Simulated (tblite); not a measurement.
Parent: `[CH2:1]=[CH:2][CH2:3][C:4]1([CH2:5][F:6])[CH2:7][CH2:8]1` with C1–C2–C3–C4 -123°, C2–C3–C4–C5 65°, C3–C4–C5–F6 -179°, C7H11F.

Structures optimised with GFN2-xTB, isolated species. One conformer each, not checked by frequencies here.

```tsv
coordinate of the parent	value
C1=C2	1.319 Å
C2–C3	1.498 Å
C3–C4	1.519 Å
C4–C5	1.516 Å
C5–F6	1.372 Å
C4–C7	1.500 Å
C7–C8	1.501 Å
C4–C8	1.500 Å
C1–C2–C3	124.6°
C2–C3–C4	111.4°
C3–C4–C5	112.1°
C3–C4–C7	119.5°
C3–C4–C8	119.2°
C5–C4–C7	118.3°
C5–C4–C8	118.7°
C7–C4–C8	60.1°
C4–C5–F6	111.9°
C4–C7–C8	60.0°
C4–C8–C7	60.0°
```

Task: How does the shared frame change in `[CH2:1]=[CH:2][C:3](=[O:4])[C:5]1([CH2:6][F:7])[CH2:8][CH2:9]1` with C1–C2–C3–O4 -17°, C2–C3–C5–C6 -18°, C3–C5–C6–F7 78°, C7H9FO? Atoms pair as C1 = C1, C2 = C2, C3 = C3, C4 = C5, C5 = C6, F6 = F7, C7 = C9, C8 = C8 (parent first).

Result: 
```csv
parent,relative,value in the relative,change
C1=C2,C1=C2,1.327 Å,+0.008
C2–C3,C2–C3,1.480 Å,-0.018
C3–C4,C3–C5,1.499 Å,-0.020
C4–C5,C5–C6,1.509 Å,-0.007
C5–F6,C6–F7,1.380 Å,+0.008
C4–C7,C5–C9,1.514 Å,+0.014
C7–C8,C9–C8,1.484 Å,-0.017
C4–C8,C5–C8,1.521 Å,+0.021
C1–C2–C3,C1–C2–C3,120.6°,-4.0
C2–C3–C4,C2–C3–C5,117.0°,+5.6
C3–C4–C5,C3–C5–C6,119.0°,+6.9
C3–C4–C7,C3–C5–C9,115.7°,-3.8
C3–C4–C8,C3–C5–C8,115.0°,-4.2
C5–C4–C7,C6–C5–C9,117.3°,-1.0
C5–C4–C8,C6–C5–C8,117.2°,-1.5
C7–C4–C8,C9–C5–C8,58.5°,-1.6
C4–C5–F6,C5–C6–F7,111.8°,-0.1
C4–C7–C8,C5–C9–C8,61.0°,+1.0
C4–C8–C7,C5–C8–C9,60.5°,+0.5
```

Of the parent's bonds, C3–C4 and C4–C8 change most and about equally (-0.020 to +0.021 Å). Bonds of the relative outside the shared frame: C3=O4 1.214 Å. Point group C1 → C1.

Task: How does the shared frame change in `[CH2:1]=[CH:2][CH2:3][C@@:4]1([CH2:5][F:6])[CH2:7][SiH2:8]1` with C1–C2–C3–C4 119°, C2–C3–C4–C5 -64°, C3–C4–C5–F6 -71°, C6H11FSi? Atoms pair as C1 = C1, C2 = C2, C3 = C3, C4 = C4, C5 = C5, F6 = F6 (parent first).

Result: 
```csv
parent,relative,value in the relative,change
C1=C2,C1=C2,1.320 Å,+0.001
C2–C3,C2–C3,1.497 Å,-0.001
C3–C4,C3–C4,1.522 Å,+0.003
C4–C5,C4–C5,1.507 Å,-0.009
C5–F6,C5–F6,1.382 Å,+0.010
C1–C2–C3,C1–C2–C3,124.4°,-0.2
C2–C3–C4,C2–C3–C4,111.3°,-0.1
C3–C4–C5,C3–C4–C5,112.5°,+0.4
C4–C5–F6,C4–C5–F6,110.8°,-1.1
```

Of the parent's bonds, C4–C5 and C5–F6 change most and about equally (-0.009 to +0.010 Å). Bonds of the relative outside the shared frame: C4–C7 1.538, C7–Si8 1.884, C4–Si8 1.899 Å. Point group C1 → C1.

The numbers are calculated, not measured.
